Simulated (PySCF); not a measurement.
BFH6O2Si2, SMILES OB(O)[SiH2][SiH2]F.

Coordinates come from a r2SCAN-D4/def2-SVP optimisation. This is a generated structure with no PubChem entry under its InChIKey; it may be hypothetical. The values are those of a single conformer.

Two levels are set side by side: TDA-PBE/def2-SVPD (PySCF) and TDA-ωB97X/def2-SVPD (PySCF). Vertical, same geometry. The lowest singlet is HOMO→LUMO 89 % with PBE and HOMO→LUMO 82 % with the other functional; states are paired by order. Differences are taken from unrounded values.

```json
[
 {"quantity": "lowest singlet excitation (eV)", "TDA-ωB97X": "6.19", "TDA-PBE": "5.44", "TDA-PBE minus TDA-ωB97X": "-0.75"},
 {"quantity": "lowest triplet excitation (TDA) (eV)", "TDA-ωB97X": "5.24", "TDA-PBE": "4.55", "TDA-PBE minus TDA-ωB97X": "-0.69"},
 {"quantity": "first bright state (f over 0.05) (eV)", "TDA-ωB97X": "7.36", "TDA-PBE": "5.99", "TDA-PBE minus TDA-ωB97X": "-1.37"},
 {"quantity": "its oscillator strength", "TDA-ωB97X": "0.07", "TDA-PBE": "0.06", "TDA-PBE minus TDA-ωB97X": "-0.01"}
]
```

A lower first singlet is the usual sign of a functional without exact exchange. Differences between two approximate levels are no errors against the true value.

Rough cost on one machine, each run with all the roots and properties that it gave: TDA-ωB97X against TDA-PBE about 5 times.
